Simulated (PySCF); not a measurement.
Cl3In, charge -1, multiplicity 2. Atoms are numbered in the order given.

```xyz
4

In     0.0000     0.0000     0.4424
Cl     2.0515    -1.1844    -0.4251
Cl    -2.0515    -1.1844    -0.4251
Cl     0.0000     2.3688    -0.4251
```
Charge -1, spin multiplicity 2.

Coordinates come from a B3LYP-D3(BJ)/def2-SVPD optimisation. The spin state was assumed, not searched. The isomer is the one that the SMILES or the coordinates give; other isomers of the formula were not compared. The def2 effective core potentials stand for the cores of In; spin–orbit coupling is left out.

All values below come from B3LYP-D3(BJ)/def2-SVPD run with PySCF 2.14.0.

Frequencies are harmonic and unscaled.

Modes within 1.5 cm⁻¹ of each other (mostly degenerate sets) share a row, with their intensities summed.

| mode | ν (cm⁻¹) | IR (km/mol) | moving atoms (share of kinetic energy) |
|---|---|---|---|
| 1–2 | 72 | 5.1 | Cl 88 %, In 12 % |
| 3 | 85 | 7.4 | Cl 66 %, In 34 % |
| 4 | 250 | 19.3 | Cl 86 %, In 14 % |
| 5–6 | 262 | 194.5 | Cl 70 %, In 30 % |
